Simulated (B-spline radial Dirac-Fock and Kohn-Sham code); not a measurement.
Model: Dirac-Fock orbitals of the configuration average with a finite nucleus. Program: a radial atomic solver.

Q: This computed X-ray form factor belongs to an atom or ion in its tabulated ground configuration. Which?

```csv
sin θ/λ (Å⁻¹),f₀
0.1,30.930
0.15,30.842
0.35,30.159
0.7,27.885
0.8,27.052
1,25.242
1.1,24.296
3,10.234
6,4.540
```

A: Bi⁵²⁺, with 31 electrons in [Ar] 3d10 4s2 4p1. f₀ tends to the number of electrons as s goes to zero, which the first rows give only roughly, and the rate of fall reflects the nuclear charge, 83.

Q: This computed X-ray form factor belongs to an atom or ion in its tabulated ground configuration. Which?

```tsv
sin θ/λ (Å⁻¹)	f₀
0.12	34.815
0.26	34.145
0.58	31.113
0.7	29.612
0.85	27.607
1.03	25.168
1.85	16.358
2.72	10.893
4.88	5.143
```

A: Au⁴⁴⁺, with 35 electrons in [Ar] 3d10 4s2 4p5. f₀ tends to the number of electrons as s goes to zero, which the first rows give only roughly, and the rate of fall reflects the nuclear charge, 79.
